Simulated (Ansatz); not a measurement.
Relaxation of CH$_{9}$AlOSi$_{2}$ (14 atoms, charge 0, multiplicity 1), to a largest force component of 0.02 eV/Å in at most 50 steps.

These are results of RKS BHLYP/6-31G* (Ansatz), not measurements.

```xyz
14
Properties=species:S:1:pos:R:3
O -1.223 0.013 2.561
Al -0.511 -0.294 0.917
Si 1.186 -1.886 0.723
C -1.054 0.693 -0.706
Si 0.304 1.616 -1.466
H -1.982 -0.117 1.339
H 2.378 -1.478 1.584
H 1.692 -1.953 -0.672
H 0.725 -3.183 1.220
H -1.514 -0.045 -1.420
H -1.943 1.393 -0.402
H 0.839 2.598 -0.452
H -0.208 2.367 -2.662
H 1.343 0.694 -1.804
```

Problem. Where does it end, and by what steps?

Solution. The run converged. After 25 steps the energy has fallen by 4.250 eV; H6 moved furthest, 1.25 Å. Parted: Al2–H6 (1.54 → 2.37 Å). Joined: O1–H6 (1.44 → 0.95 Å).

```csv
step,energy less start (eV),largest force component (eV/Å),accepted
0,0.0000,5.972,yes
1,-2.5257,5.549,yes
2,-2.3073,13.806,no
3,-3.2805,3.208,yes
4,-3.6420,1.577,yes
5,-3.8677,0.930,yes
6,-4.0713,0.573,yes
7,-4.1411,0.351,yes
8,-4.1374,2.357,no
9,-4.1895,0.406,yes
10,-4.2048,0.406,yes
11,-4.2289,0.210,yes
12,-4.2285,0.154,no
13,-4.2346,0.123,yes
14,-4.2404,0.020,yes
15,-4.2421,0.157,yes
16,-4.2436,0.082,yes
17,-4.2444,0.103,yes
18,-4.2463,0.073,yes
19,-4.2477,0.030,yes
20,-4.2487,0.027,yes
21,-4.2493,0.041,yes
22,-4.2497,0.039,yes
23,-4.2500,0.046,yes
24,-4.2502,0.042,yes
25,-4.2503,0.014,yes
```

```xyz
14
Properties=species:S:1:pos:R:3
O -1.187 -0.044 2.209
Al -0.487 -0.412 0.698
Si 1.202 -2.181 0.763
C -1.021 0.559 -0.912
Si 0.169 1.903 -1.439
H -1.855 0.625 2.339
H 2.428 -1.732 1.465
H 1.616 -2.602 -0.597
H 0.713 -3.390 1.465
H -1.102 -0.156 -1.733
H -2.009 1.001 -0.773
H 0.290 2.928 -0.378
H -0.246 2.585 -2.684
H 1.519 1.336 -1.663
```

The run took 78 s on 2 threads of INTEL(R) XEON(R) PLATINUM 8581C CPU @ 2.10GHz (Emerald Rapids) (shared host), peak memory 0.27 GiB.
